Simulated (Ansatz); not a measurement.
`S[SiH2][SiH2][GeH3]` + H₂O → `O[SiH2][SiH2]S` + GeH₄  (formal hydrolysis of the Si–Ge bond)

Computed with Ansatz on PBE0-D4/def2-TZVP structures; ΔE is electronic, products minus reactants. CCSD(T)/CBS is the MP2 limit (def2-TZVPP, def2-QZVPP) plus CCSD(T) − MP2 in def2-TZVPP, frozen cores. This one scheme is used for every species. Functionals use def2-TZVPP. B3LYP here is the variant with VWN-RPA as its local correlation; programs differ in this. For Ge outer-core shells are correlated without core-valence functions, which leaves a few kJ/mol of doubt a bond. Scalar relativity is left out up to krypton. One conformer a species, not always the lowest.

`S[SiH2][SiH2][GeH3]`:

Z-matrix (Å, degrees):
```
Si
Si 1 2.336
S 1 2.145 2 109.7
H 1 1.486 2 112.5 3 115.5
H 1 1.489 2 110.1 3 -123.2
Ge 2 2.381 1 108.8 3 58.2
H 2 1.488 1 109.4 3 -61.5
H 2 1.490 1 111.0 3 178.3
H 3 1.344 1 95.0 2 -52.3
H 6 1.538 2 110.1 1 63.8
H 6 1.537 2 111.7 1 -175.3
H 6 1.540 2 110.1 1 -55.1
```

H₂O:

```xyz
3

O    -0.173   -0.159   -0.310
H     0.738    0.134   -0.235
H    -0.565    0.025    0.546
```

`O[SiH2][SiH2]S`:

Z-matrix (Å, degrees):
```
Si
Si 1 2.345
O 1 1.650 2 106.5
H 1 1.493 2 108.3 3 -120.4
H 1 1.484 2 114.3 3 118.6
S 2 2.160 1 104.3 3 40.1
H 2 1.486 1 112.9 3 -71.2
H 2 1.488 1 115.3 3 162.4
H 3 0.962 1 114.8 2 -30.8
H 6 1.345 2 94.9 1 62.7
```

GeH₄:

Cartesian coordinates in Å:
```
Ge 0.000 0.000 0.000
H 1.214 -0.297 -0.889
H 0.473 0.299 1.428
H -0.933 -1.218 0.014
H -0.754 1.216 -0.554
```

Question: Is it downhill or uphill in electronic energy at CCSD(T)/CBS, and by how much? (Best estimate.)

Answer: The calculation gave: Downhill: ΔE = -51.1 kJ/mol.

Question: What do these levels give: B3LYP-D4, ωB97X-V, CCSD/def2-TZVPP, MP2/def2-QZVPP, HF/CBS(def2), CCSD/CBS(def2)? (Estimate.)

Answer: Ansatz gave: B3LYP-D4 -58.3, ωB97X-V -59.8, CCSD/def2-TZVPP -57.2, MP2/def2-QZVPP -54.9, HF/CBS(def2) -83.0, CCSD/CBS(def2) -54.1 kJ/mol.

Largest T1 diagnostic among the species: 0.012.

In def2-TZVPP, CCSD(T) changes the Hartree–Fock value by +27.0 kJ/mol (the triples alone add +3.0 kJ/mol) and MP2 by +25.1 kJ/mol. The D4 term adds +7.1 kJ/mol with B3LYP and +4.3 kJ/mol with PBE0; it sums over pairs of atoms, weighted by their polarisabilities, and B3LYP, whose exchange is more repulsive, gets the larger term.
